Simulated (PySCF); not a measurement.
Se(Me)(iPr), SMILES C[Se]C(C)C (GFN2-xTB optimised geometry):

```
15

Se    -0.430    -0.792     0.000
C      1.524    -0.792     0.000
H      1.893    -0.291    -0.891
H      1.833    -1.834    -0.010
H      1.893    -0.308     0.901
C     -0.798     1.176     0.000
C     -0.279     1.830    -1.267
C     -0.259     1.834     1.257
H     -1.893     1.200     0.009
H     -0.610     2.867    -1.309
H      0.809     1.821    -1.291
H     -0.653     1.313    -2.149
H     -0.617     1.319     2.146
H     -0.591     2.871     1.301
H      0.829     1.827     1.263
```

Level of theory: PySCF with PBE0/def2-TZVP.

What are the frontier orbital energies and the dipole moment?

HOMO-2 -9.15 eV, HOMO-1 -8.02 eV, HOMO -5.94 eV, LUMO 0.53 eV, LUMO+1 1.02 eV; dipole moment 1.68 D.

Meta-Löwdin charges at PBE0/def2-TZVP: Se1 0.04, C2 -0.44, H3 0.13, H4 0.14, H5 0.13, C6 -0.12, C7 -0.35, C8 -0.35, H9 0.12, H10 0.12, H11 0.11, H12 0.12, H13 0.12, H14 0.12, H15 0.11.
